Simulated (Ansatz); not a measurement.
`C=[CH][GeH2][CH2]F` + H₂Te → `FC[TeH]` + `C=[CH][GeH3]`  (substitution at a C–Ge bond)

Computed with Ansatz on PBE0-D4/def2-TZVP structures; ΔE is electronic, products minus reactants. CCSD(T)/CBS adds triple-zeta CCSD(T) − MP2 to the extrapolated MP2 energy (def2 sets, frozen cores). Functionals use def2-TZVPP. B3LYP here is the variant with VWN-RPA as its local correlation; programs differ in this. Elements past krypton have def2 core potentials. For Ge, Te outer-core shells are correlated without core-valence functions, which leaves a few kJ/mol of doubt a bond. Scalar relativity is left out up to krypton. Each species was taken in one conformer, which may not be the lowest.

`C=[CH][GeH2][CH2]F`:

Cartesian coordinates in Å:
```
C 0.455 2.239 0.098
C 0.780 0.976 0.347
Ge -0.534 -0.421 0.612
C -0.319 -1.810 -0.780
F 0.957 -2.355 -0.704
H 1.209 3.006 -0.058
H -0.579 2.568 0.041
H 1.831 0.701 0.395
H -0.364 -1.092 1.987
H -1.945 0.185 0.490
H -1.044 -2.618 -0.650
H -0.447 -1.381 -1.777
```

H₂Te:

Z-matrix (Å, degrees):
```
Te
H 1 1.656
H 1 1.656 2 90.4
```

`FC[TeH]`:

Z-matrix (Å, degrees):
```
C
Te 1 2.145
F 1 1.369 2 113.1
H 1 1.090 2 108.4 3 121.2
H 1 1.091 2 106.4 3 -119.8
H 2 1.657 1 93.1 3 -81.4
```

`C=[CH][GeH3]`:

Z-matrix (Å, degrees):
```
Ge
C 1 1.938
H 1 1.539 2 110.6
H 1 1.538 2 108.6 3 -120.2
H 1 1.539 2 110.6 3 119.5
C 2 1.327 1 123.1 3 120.1
H 2 1.088 1 118.1 3 -59.9
H 6 1.087 2 121.9 1 -180.0
H 6 1.086 2 122.0 1 0.0
```

```json
{"level": "PBE0-D4", "ΔE (kcal/mol)": "2.8", "difference from CCSD(T)/CBS": "0.3"}
{"level": "B3LYP-D4", "ΔE (kcal/mol)": "2.7", "difference from CCSD(T)/CBS": "0.2"}
{"level": "ωB97X-V", "ΔE (kcal/mol)": "3.5", "difference from CCSD(T)/CBS": "1.0"}
{"level": "B2PLYP", "ΔE (kcal/mol)": "2.8", "difference from CCSD(T)/CBS": "0.3"}
{"level": "PBE", "ΔE (kcal/mol)": "1.7", "difference from CCSD(T)/CBS": "-0.8"}
{"level": "r2SCAN", "ΔE (kcal/mol)": "2.3", "difference from CCSD(T)/CBS": "-0.2"}
{"level": "PBE0", "ΔE (kcal/mol)": "2.6", "difference from CCSD(T)/CBS": "0.1"}
{"level": "B3LYP", "ΔE (kcal/mol)": "2.5", "difference from CCSD(T)/CBS": "0.0"}
{"level": "MP2/def2-QZVPP", "ΔE (kcal/mol)": "2.3", "difference from CCSD(T)/CBS": "-0.2"}
{"level": "CCSD/CBS(def2)", "ΔE (kcal/mol)": "2.9", "difference from CCSD(T)/CBS": "0.4"}
{"level": "CCSD(T)/CBS", "ΔE (kcal/mol)": "2.5", "difference from CCSD(T)/CBS": "0"}
```

Largest T1 diagnostic among the species: 0.012.

From PBE to PBE0 (25 % exact exchange), in def2-TZVPP and without D4, ΔE moves by +0.9 kcal/mol.
